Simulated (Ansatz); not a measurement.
Program: Ansatz 0.2.0.

A structure relaxed at PBE0-D4/def2-TZVP, charge 0, multiplicity 1:

Cartesian coordinates in Å:
```
C 1.355 -1.452 -0.977
Si 1.476 0.246 -0.202
C -0.205 1.069 -0.057
Si -1.466 0.124 0.935
O -2.826 1.001 1.261
H 0.894 -1.398 -1.966
H 2.347 -1.896 -1.091
H 0.752 -2.125 -0.363
H 2.375 1.105 -1.023
H 2.078 0.137 1.157
H -0.064 2.051 0.410
H -0.593 1.244 -1.067
H -1.821 -1.121 0.193
H -0.917 -0.235 2.265
H -3.385 1.249 0.524
```

Q: Give its formula and SMILES.

A: C2H10OSi2, `C[SiH2]C[SiH2]O`.

Q: Point group (tolerance 0.08 Å, 0.16 Å for H)?

A: C1.

Q: Summarise the bond lengths by kind.

A: 3 × C–Si 1.862 to 1.877 Å; 5 × C–H 1.092 to 1.096 Å; 4 × H–Si 1.483 to 1.492 Å; 1 × O–Si 1.651 Å; 1 × H–O 0.958 Å.
